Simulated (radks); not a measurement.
Question: Ionisation of the cobalt ion Co3+, [Ar] 3d6, to [Ar] 3d5 as the strength of local exchange is varied. All-electron calculation, Dirac Kohn-Sham, Slater X-alpha exchange (alpha = 2/3 is LDA exchange), no correlation, spin-unpolarised, spherical densities, point nucleus; open shells fill j = l - 1/2 first. Program: a radial shooting solver on a logarithmic mesh with Libxc functionals.

alpha  E(Co3+) (hartree)  exchange (hartree)  IE (eV)  -e of the level emptied (eV)  <r> of it (bohr)
0.569        -1378.50871           -45.56543   51.036                41.164 (3d5/2)            0.9671
0.584        -1379.71040           -46.80554   51.443                41.534 (3d5/2)            0.9639
0.632        -1383.56255           -50.78720   52.759                42.736 (3d5/2)            0.9537
0.662        -1385.97533           -53.28602   53.592                43.498 (3d5/2)            0.9475
0.667        -1386.37785           -53.70326   53.732                43.626 (3d5/2)            0.9465
0.823        -1398.99197           -66.83119   58.209                47.744 (3d5/2)            0.9161
?            -1392.50975           -60.07231   55.885                45.602 (3d5/2)            0.9313

Which alpha was used in the last row?

Answer: alpha = 0.743. NIST Atomic Spectra Database: 51.3 eV (semi-empirical). The Delta-SCF value meets it near alpha = 0.58. Spin polarisation and multiplet splitting are left out, so open shells lie too high by an amount that depends on their filling.

Beside tabulated values, note that spin-unpolarised runs miss the spin-polarisation part of the exchange energy of open shells.
